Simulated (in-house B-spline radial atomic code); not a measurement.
The numbers below are computed, except where a source is named.
Two electrons in Si: a parabolic dot with ħω = 0.667 meV in all three directions

For Si the NSM archive of the Ioffe Institute lists m_l = 0.98 m0, m_t = 0.19 m0 and ε = 11.7; the model takes one isotropic valley with the conductivity mass 3/(1/m_l + 2/m_t) = 0.26 m0, and so misses anisotropy and the other valleys. All triplets below are those of one valley; with several valleys two electrons can form a triplet in the 1s orbital itself, at an energy set by the valley splitting.

Effective-mass model with parabolic bands, a uniform dielectric constant, no image charges, no central-cell or spin-orbit terms. Two-electron levels come from full CI in B-splines with partial waves to l = 5 (up to 0.001 effective hartree above the limit).

(1) What are the effective units, and what is the potential in them?

In these units the lowest s and p orbitals lie at 0.019350 and 0.032250, and their Coulomb and exchange integrals are J_ss = 0.090622, J_sp = 0.075519 and K_sp = 0.0151. (For a parabolic well J_ss = √(2ω/π).) Full CI gives 0.096409 for the ground singlet, 0.100282 for the sp triplet, 0.109310 for the sp singlet and 0.113182 for the lowest triplet of two s orbitals.

(2) What does it cost to add the second electron, to first order and exactly?

(3) How far above the singlet do the triplets lie?

## Answers

(1) Ha* = 27211.386 meV × 0.26/11.7² = 51.68 meV and a* = 0.0529177 nm × 11.7/0.26 = 2.381 nm. The frequency is ω = 0.0129 Ha*. The one-electron levels are 3ω/2 = 0.0193 and 5ω/2 = 0.0323 Ha*.

(2) To first order E = 2ε_s + J_ss = 0.129322, so the charging energy E(2) − 2E(1) is J_ss = 4.684 meV. CI gives 0.096409 − 2 × (0.019350) = 0.057709, or 2.983 meV: relaxation and correlation lower it by 1.701 meV, 36.3 % of J_ss. The s² configuration of one-electron orbitals holds 46.8 % of the state, and the mean radius is 33.7 nm.

(3) To first order the sp triplet lies at ε_s + ε_p + J_sp − K_sp = 0.112015, which is 0.8945 meV below 2ε_s + J_ss, so first order fails: the exact ground state of two electrons is a singlet. CI gives 0.100282 − (0.096409) = 0.003873, or 0.2001 meV, 30 % of the orbital spacing of 0.6667 meV. The ss triplet lies 0.8669 meV up, so the lower of the two is the sp one, and its gap equals k_BT at 2.32 K. The sp singlet-triplet splitting is 0.4666 meV, against 2K_sp = 1.561 meV. The sp singlet lies ħω above the ground state (0.012900 against 0.0129), as Kohn's theorem demands for a parabolic well. With the repulsion this large beside the spacing the electrons keep apart, as in a Wigner molecule, and the splitting shrinks.
